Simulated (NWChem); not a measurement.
**H₂PbS in NWChem**

```xyz
4

Pb     0.3512    -0.2600     0.0000
H      1.4267     1.2656     0.0000
S     -1.7261     1.2401     0.0000
H     -2.6092     0.2123     0.0000
```
Charge 0, spin multiplicity 1.

The numbers come from NWChem runs, not from measurements. Structure: optimised with B3LYP/def2-SVP with def2 effective core potentials on Pb, a minimum by its harmonic frequencies. It is one conformer; others weren't searched.

Symmetry labels belong to the abelian group Cs used in the runs, with the axes of the coordinates shown.

Effective core potentials replace the inner electrons of Pb; spin-orbit coupling is left out. The structure started from a generated list of species.

**Question.** List the lowest 6 singlet excitations that TD-PBE/def2-SVPD with def2 effective core potentials on Pb gives, with oscillator strengths.

**Answer.** 
```
state  symmetry  energy (eV)  wavelength (nm)      f
-----  --------  -----------  ---------------  -----
1            a"         2.91              425  0.006
2            a'         3.47              357  0.035
3            a"         3.75              331  0.001
4            a'         4.95              251  0.083
5            a"         4.95              250  0.006
6            a'         5.47              227  0.098
```
